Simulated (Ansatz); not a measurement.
```yaml
crystal:
  periodic: [false, false, false]
  atoms:
    - {symbol: Hf, position_ang: [1.344637, 1.010698, -0.552225]}
    - {symbol: Hf, position_ang: [-0.574537, 0.137084, 1.713069]}
    - {symbol: Hf, position_ang: [-0.380348, -1.538542, -0.874383]}
    - {symbol: O, position_ang: [-1.673194, -1.499344, -2.241150]}
    - {symbol: O, position_ang: [3.189844, 1.252459, -0.562946]}
    - {symbol: O, position_ang: [0.175263, -3.315968, -0.835818]}
    - {symbol: O, position_ang: [1.031863, -0.468822, -1.976032]}
    - {symbol: O, position_ang: [-1.529674, -1.507796, 0.863204]}
    - {symbol: O, position_ang: [0.780497, 1.676613, 1.331952]}
    - {symbol: O, position_ang: [0.691423, 2.496201, -1.566374]}
    - {symbol: O, position_ang: [-0.118857, -0.595634, 3.363815]}
    - {symbol: O, position_ang: [0.848096, -0.639038, 0.478239]}
    - {symbol: O, position_ang: [-2.001377, 1.296119, 2.109599]}
    - {symbol: O, position_ang: [-0.866526, 0.569209, -0.432507]}
    - {symbol: H, position_ang: [-2.330835, -1.142736, -2.776188]}
    - {symbol: H, position_ang: [4.104873, 1.252196, -0.485668]}
    - {symbol: H, position_ang: [0.465378, -4.186544, -0.858351]}
    - {symbol: H, position_ang: [0.901486, -0.298029, -2.878262]}
    - {symbol: H, position_ang: [-1.744173, -2.272058, 1.341985]}
    - {symbol: H, position_ang: [0.564574, 2.557671, 1.525453]}
    - {symbol: H, position_ang: [1.127043, 3.196846, -1.981960]}
    - {symbol: H, position_ang: [0.205632, -0.968652, 4.137563]}
    - {symbol: H, position_ang: [-2.702681, 1.877495, 1.982890]}
    - {symbol: H, position_ang: [-1.508406, 1.110583, -0.825914]}
basis:
  gaussian: {orbitals: def2-SVPD, fitting: {mean_field: def2-universal-jkfit}}
hamiltonian: {xc: {name: PBE}, dispersion: d3bj}
scf: {omitted_lower_state_checks: [starts]}
output: {forces: true}
```

```sh
$ ansatz run in.yaml --threads 2 --pin off --events-out ev --progress --plain --max-ram 22528MiB --backend cuda --devices 0, --max-vram 18GiB
```

It prints (some lines left out):

```
Functional definition: PBE
1708 factors; integrals over basis functions are off by at most 1.4e-1 eV
mean field evaluation 1: about -26516.9371 eV, gradient 2.0e2 eV
mean field evaluation 2: about -26016.8148 eV, gradient 4.8e2 eV
mean field evaluation 4: about -26573.5105 eV, gradient 8.3e1 eV
mean field evaluation 8: about -26585.6912 eV, gradient 8.1e-1 eV
mean field evaluation 16: about -26585.6912 eV, gradient 6.6e-4 eV
mean field -26585.69123581 eV, -977.0061324871 hartree, gradient 7.3e-5 eV, S^2 0.000000; 0 other end points of the search recorded, 0 dependent functions left out
reference -26585.69133204 eV, -977.0061360236 hartree; 67, 67 occupied and 371, 371 virtual orbitals, 1708 factors
Total energy: -26586.48307843 eV, -977.0352321669 hartree
Atom 0 at     1.344637     1.010698    -0.552225 Å, force     0.007715    -0.135404     0.070909 eV/Å
Atom 1 at    -0.574537     0.137084     1.713069 Å, force     0.129236    -0.111075    -0.224125 eV/Å
Atom 2 at    -0.380348    -1.538542    -0.874383 Å, force     0.124407     0.147249     0.221477 eV/Å
Atom 3 at    -1.673194    -1.499344    -2.241150 Å, force    -0.189825    -0.864809    -0.575339 eV/Å
Atom 4 at     3.189844     1.252459    -0.562946 Å, force     0.425313     0.343008    -0.201625 eV/Å
Atom 5 at     0.175263    -3.315968    -0.835818 Å, force     0.104510    -0.437524     0.091245 eV/Å
Atom 6 at     1.031863    -0.468822    -1.976032 Å, force     1.160432    -0.793652     0.393656 eV/Å
Atom 7 at    -1.529674    -1.507796     0.863204 Å, force    -1.040233     0.724588    -0.549398 eV/Å
Atom 8 at     0.780497     1.676613     1.331952 Å, force     1.128485    -0.596428     0.694386 eV/Å
Atom 9 at     0.691423     2.496201    -1.566374 Å, force    -2.013123     0.216280    -0.305980 eV/Å
Atom 10 at    -0.118857    -0.595634     3.363815 Å, force    -0.119730    -0.135381     0.510138 eV/Å
Atom 11 at     0.848096    -0.639038     0.478239 Å, force     1.949753    -1.542483     1.135712 eV/Å
Atom 12 at    -2.001377     1.296119     2.109599 Å, force    -0.293073     0.178197     0.888872 eV/Å
Atom 13 at    -0.866526     0.569209    -0.432507 Å, force     0.135343    -0.178776     0.135008 eV/Å
Atom 14 at    -2.330835    -1.142736    -2.776188 Å, force    -1.933098     0.974732    -1.640506 eV/Å
Atom 15 at     4.104873     1.252196    -0.485668 Å, force     2.741316     0.042201     0.200079 eV/Å
Atom 16 at     0.465378    -4.186544    -0.858351 Å, force     0.854331    -2.615050    -0.046951 eV/Å
Atom 17 at     0.901486    -0.298029    -2.878262 Å, force    -0.307579     0.430693    -2.439869 eV/Å
Atom 18 at    -1.744173    -2.272058     1.341985 Å, force    -0.616101    -2.048515     1.279894 eV/Å
Atom 19 at     0.564574     2.557671     1.525453 Å, force    -0.536013     2.369889     0.555785 eV/Å
Atom 20 at     1.127043     3.196846    -1.981960 Å, force     1.092893     2.020137    -1.214920 eV/Å
Atom 21 at     0.205632    -0.968652     4.137563 Å, force     0.916706    -1.114398     2.328622 eV/Å
Atom 22 at    -2.702681     1.877495     1.982890 Å, force    -2.057632     1.732729    -0.288025 eV/Å
Atom 23 at    -1.508406     1.110583    -0.825914 Å, force    -1.664033     1.393792    -1.019045 eV/Å
Dipole moment:    -0.043225     0.201618    -0.143848 e Å
Checks for a lower state left out: starts
```

It took 4.7 s on 2 threads of AMD EPYC 7R13 on a shared host and a share (18 GiB) of an NVIDIA H100 80GB HBM3, peak host memory 0.87 GiB.

In the def2 sets Hf takes a core potential; there is no spin–orbit coupling.
